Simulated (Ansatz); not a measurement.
A structure relaxed at PBE-D4/def2-SVP in Ansatz, charge 0, doublet:

Cartesian coordinates in Å:
```
Ge -1.610 -1.058 1.064
Ge 1.934 -3.699 -1.455
Ge -1.543 1.921 3.667
Ge 1.719 -0.431 0.882
Ge -3.905 2.034 0.403
Ge -0.326 -0.579 -2.098
Ge 0.107 1.975 0.093
Ge 3.583 -0.197 -2.577
Ge -1.511 -0.519 3.454
Ge -3.851 -0.405 0.297
Ge -3.649 2.762 2.730
Ge 1.991 -2.909 0.855
Ge -0.184 -3.006 -2.453
B -0.158 -0.133 -0.085
Ge 3.792 -2.641 -2.653
Ge 0.274 2.913 2.358
Ge 3.722 0.464 -0.223
Ge -2.002 2.900 -0.861
Ge 1.407 0.431 -3.510
H -1.545 -2.613 0.915
H 2.109 -5.251 -1.442
H -1.447 2.378 5.157
H 1.683 0.002 2.382
H -5.209 2.631 -0.214
H -1.720 -0.147 -2.660
H 1.274 2.498 -0.802
H 4.765 0.426 -3.384
H -2.739 -1.107 4.213
H -0.227 -1.088 4.127
H -4.964 -0.990 1.217
H -4.116 -0.888 -1.158
H -4.852 2.223 3.559
H -3.685 4.318 2.792
H 0.889 -3.533 1.758
H 3.381 -3.162 1.521
H -1.371 -3.749 -1.773
H -0.188 -3.364 -3.969
H 5.141 -3.088 -2.015
H 3.779 -3.129 -4.132
H 1.668 2.676 3.003
H 0.055 4.453 2.246
H 4.964 -0.210 0.435
H 3.867 2.002 -0.046
H -2.047 2.554 -2.376
H -1.860 4.448 -0.708
H 1.316 -0.096 -4.974
H 1.285 1.982 -3.561
```

Q: Give its formula and point group.

A: Ge18BH28, a doped nanocrystal cut from the lattice of germanium (B on an inner site). Point group C2 (tolerance 0.1 Å).

Q: Summarise the bond lengths by kind (pairs closer than 1.2 times the sum of covalent radii, bridged metal pairs left out).

A: 20 × Ge–Ge 2.44 to 2.49 Å; 4 × B–Ge 2.07 to 2.13 Å; 28 × Ge–H 1.55 to 1.56 Å.

Single mean-field runs in def2-SVP are fitted with def2-universal-jkfit.
